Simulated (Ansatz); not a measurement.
`O[SiH](F)I` + H₂Se → `O[SiH](F)[SeH]` + HI at 600 K and 1 bar (ligand exchange at the Si–I bond).

Program: Ansatz. Geometries: PBE0-D4/def2-TZVP. ΔE: electronic, gas phase. CCSD(T)/CBS is the MP2 limit (def2-TZVPP, def2-QZVPP) plus CCSD(T) − MP2 in def2-TZVPP, frozen cores. def2 core potentials past Kr. For I, Se outer-core shells are correlated without core-valence functions, which leaves a few kJ/mol of doubt a bond. Scalar relativity is left out up to krypton. Each species was taken in one conformer, which may not be the lowest.

```tsv
species	CCSD(T)/CBS energy (Eh)	H − E (kJ/mol)	S (J/(mol·K))
`O[SiH](F)I`	-762.85028	116.5	394.1
H₂Se	-2401.89790	57.0	244.8
`O[SiH](F)[SeH]`	-2866.70409	142.3	405.9
HI	-298.03592	31.6	227.0
```

H − E and S are ideal-gas, rigid-rotor, harmonic terms from PBE0-D4/def2-TZVP, for one conformer and one mirror image of each species. 1 Eh = 2625.50 kJ/mol, R = 8.31446 J/(mol·K).

**Question.** By hand: ΔE, ΔH, ΔS and ΔG.

**Answer.** ΔE = (-2866.70409) + (-298.03592) − (-762.85028) − (-2401.89790) = 0.00817 Eh = 21.5 kJ/mol. Δ(H − E) = 142.3 + 31.6 − 116.5 − 57.0 = 0.4, so ΔH = 21.9 kJ/mol. ΔS = 405.9 + 227.0 − 394.1 − 244.8 = -6.0 J/(mol·K). ΔG = 21.9 − 600 × (-6.0)/1000 = 25.5 kJ/mol.

**Question.** By hand: the equilibrium constant, and the temperature at which ΔG would vanish if ΔH and ΔS stayed fixed.

**Answer.** log₁₀ K = −ΔG/(RT ln 10) = -2.2. ΔH and −TΔS have one sign here, so there is no such temperature.

The number of gas molecules stays the same, so ΔS is small and ΔH decides. A doubt of 5 kJ/mol in ΔE shifts log₁₀ K by 0.4 here. Other conformers and mirror images would add mixing entropy, several J/(mol·K) or more a flexible species. These are equilibria of isolated gas molecules and say nothing of rates. Largest T1 diagnostic: 0.011 (customary marks: 0.02 for closed shells, 0.045 for open ones).

ΔS is within the doubt of such terms, so its sign, and with it that verdict, could turn.
